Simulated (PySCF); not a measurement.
Dipole polarisabilities along the alkaline earths

Calculated with PySCF 2.14 for the ground configurations, without spin-orbit coupling: coupled response for Hartree-Fock and DFT, finite fields for MP2 and CCSD(T), with Be 1s2; Mg 1s2; Ca [Ne] frozen. Mean α in bohr³, C₆ of like pairs in atomic units.

```
                                                                                       species  α UHF  α PBE  α PBE0  α MP2  α CCSD(T)  α recommended (Schwerdtfeger and Nagle)  C₆ UHF  C₆ PBE  C₆ PBE0
      Be [He] 2s2 (x2c-QZVPPall with one added diffuse shell each of s, p type, spin-free X2C)  45.58  42.91   42.97  42.25      37.67                             37.74 ± 0.03   282.2   257.1    258.0
Mg [Ne] 3s2 (x2c-QZVPPall with one added diffuse shell each of s, p, d, f type, spin-free X2C)  81.15  73.82   74.77  71.53      71.31                               71.2 ± 0.4   760.5   656.7    671.5
Ca [Ar] 4s2 (x2c-QZVPPall with one added diffuse shell each of s, p, d, f type, spin-free X2C)  182.8  158.1   162.7  142.4      158.0                                160.8 ± 4    2716    2182     2282
```

Hartree-Fock lacks correlation. MP2 and CCSD(T) carry the error of the frozen core. All values carry a basis error.
